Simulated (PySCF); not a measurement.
# What a mistake does to a calculation on B2GeH4N

These are calculations, not measurements. The program is PySCF 2.14.0, an open-source quantum chemistry code, run on an isolated molecule that a program drew, which may never have been made. The molecule is B2GeH4N (charge 0, doublet), drawn as the SMILES string `[BH][N]=[GeH][BH2]`.

Each row is a Hartree-Fock (HF) and frozen-core CCSD(T) single point in the cc-pVDZ basis, meant for a local HF minimum. Run 1 is clean. Each other run has one planted mistake out of seven kinds, and not every kind appears here: one electron removed, one electron added, multiplicity raised by two, geometry at a saddle point, minimal basis STO-3G, one bond length entered in bohr, all coordinates scaled. The reference is restricted for singlets and unrestricted otherwise, and also for a bond in bohr. Adding or removing an electron swaps singlet and doublet. Electrons count all cores. HOMO and LUMO are orbital energies over both spins, the gradient is its largest component, and the lowest frequency (negative if imaginary) is given only where the gradient is small. Bond lengths are over the 7 bonds as drawn. T1 is the CCSD diagnostic: over 0.02 (restricted) or 0.045 (unrestricted) a single reference is doubtful. Germanium has the cc-pVDZ-PP basis, with a core potential (ECP10MDF) in place of its 10 inner electrons, and its 3s, 3p and 3d shells are frozen in CCSD(T).

Geometry of the clean run:
```xyz
8
B2GeH4N, angstrom
B     0.5033   -0.5927    2.3981
N     0.3129   -0.6789    1.1738
Ge   -0.0123   -0.8173   -0.5929
B    -1.7571   -1.3439   -1.3493
H     0.6877   -0.5102    3.5528
H     1.2662   -0.4576   -1.3395
H    -1.8559   -1.4009   -2.5403
H    -2.6691   -1.5940   -0.6184
```

```
run,electrons,basis functions,<S^2>,HOMO (eV),LUMO (eV),gradient (hartree/bohr),lowest frequency (cm^-1),mean bond (Å),longest bond (Å),T1,HF (hartree),CCSD(T) (hartree),mistake
1,53,85,0.760,-7.51,0.70,2.3e-05,112,1.4435,1.973,0.0175,-399.50072,-399.95975,no fault
2,52,85,0.000,-16.52,-6.11,7.4e-02,-,1.4435,1.973,0.0169,-399.25069,-399.68542,one electron removed
3,53,85,2.263,-8.13,0.29,3.0e-02,-,1.6014,2.347,0.0967,-399.21862,-399.65746,one bond length entered in bohr
4,53,85,3.779,-5.29,-2.60,1.0e-01,-,1.4435,1.973,0.0283,-399.30368,-399.76024,?
5,54,85,0.000,-0.70,7.71,4.4e-02,-,1.4435,1.973,0.0192,-399.49951,-400.00468,?
```

**Which mistake was planted in run 4, and what did it cost?**

Electrons, basis and geometry are unchanged, and <S^2> is 3.779, beside S(S+1) = 3.75 for a multiplicity of 4. So the mistake is: multiplicity raised by two. Subtracting run 1 and multiplying by 627.51 kcal/mol a hartree, the energy moved by 123.6 kcal/mol in HF and 125.2 kcal/mol in CCSD(T).

**Which mistake was planted in run 5, and what did it cost?**

It counts 54 electrons, one more than the clean run, at the same geometry and basis. So the mistake is: one electron added. Subtracting run 1 and multiplying by 627.51 kcal/mol a hartree, the energy moved by 0.8 kcal/mol in HF and -28.2 kcal/mol in CCSD(T).

Cautions from the logs. Run 3: T1 is over the limit, so its CCSD(T) energy is less reliable.
